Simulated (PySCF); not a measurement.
A calculated (M06-L, PySCF 2.14, def2-SVP, no relativity, point nucleus) atom or ion has these occupied shells.

| shell | electrons | orbital energy (eV) | rms radius, mean of both spins (bohr) |
| --- | --- | --- | --- |
| 1s α | 1 | -388.75 | 0.266 |
| 1s β | 1 | -387.03 | 0.266 |
| 2s α | 1 | -21.208 | 1.49 |
| 2s β | 1 | -14.810 | 1.49 |
| 2p α | 3 | -8.721 | 1.56 |

(1) Name the element and its charge.

Results:

(1) N (nitrogen, neutral), in [He] 2s2 2p3, high-spin 4S determinant.
